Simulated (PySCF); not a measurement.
# Dipole response of Mn⁺ (manganese, charge +1)

[Ar] 3d6, high-spin 5D determinant (an excited configuration). Computed with PySCF 2.14 in aug-cc-pwCVTZ, with the non-relativistic Hamiltonian (point nucleus). Coupled (time-dependent) response in atomic units; α is the mean over directions.

| method | mean α (bohr³) | α xx, yy, zz | C₆ (like pair) | S(−4) |
| --- | --- | --- | --- | --- |
| B97-3 | 11.18 | 12.43, 12.43, 8.675 | 39.73 | 182.4 |

S(−4) is the Cauchy moment in α(ω) = α(0) + S(−4) ω² + …

α(iu) at B97-3:

| u (hartree) | α(iu) (bohr³) |
| --- | --- |
| 0 | 11.18 |
| 0.0500 | 10.76 |
| 0.100 | 9.793 |
| 0.200 | 7.767 |
| 0.300 | 6.311 |
| 0.500 | 4.608 |
| 0.750 | 3.431 |
| 1.00 | 2.686 |
| 1.50 | 1.795 |
| 2.00 | 1.296 |
| 3.00 | 0.7744 |
| 5.00 | 0.3701 |

For an ion, C₆ is the dispersion term alone; charge-induced terms of lower order in 1/R come first.

The components differ because the open shell of this determinant is not spherical; for a pure term their mean is the scalar polarisability.
